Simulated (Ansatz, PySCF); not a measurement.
CH3Li, charge +1, doublet, geometry from GFN2-xTB (such geometries of metal compounds can be far from the true shape) (a state made from the parent by changing its charge; the spin is typed, not shown lowest). Base run: PBE/aug-cc-pVDZ run with PySCF.

Geometry (Å):
```xyz
5

Li    -1.1944    -0.7110    -1.0475
C      0.3499     0.2083     0.3069
H      0.7647    -0.6711     0.7810
H     -0.2667     0.8427     0.9294
H      0.9856     0.7115    -0.4093
```
Charge +1, spin multiplicity 2.
Orbitals are unrestricted.
All else is at PySCF's defaults.

The same geometry, method and basis name were run in Ansatz (a quantum-chemistry and plane-wave program) and PySCF, at each program's defaults and at the settings that a row names. The base is PySCF at its defaults. Differences at the defaults can come from grids, fitting, cores and function types together.

```csv
code and settings,ΔE vs base (µEh),basis functions,E (Eh),SCF cycles
"PySCF, defaults (exact integrals, its default grid, spherical functions)",0.0,73,-47.05295,8
"Ansatz, defaults (factorised integrals, its default grid, spherical functions)",43.0,73,-47.05291,-
"PySCF, density fitting with def2-universal-jkfit",-30.9,73,-47.05298,8
"PySCF, fine grid",0.6,73,-47.05295,8
"Ansatz, high accuracy",43.8,73,-47.05291,-
```

Open shells are given as the SCF converged; they aren't shown to be the lowest states, and a large step between rows can be another state.
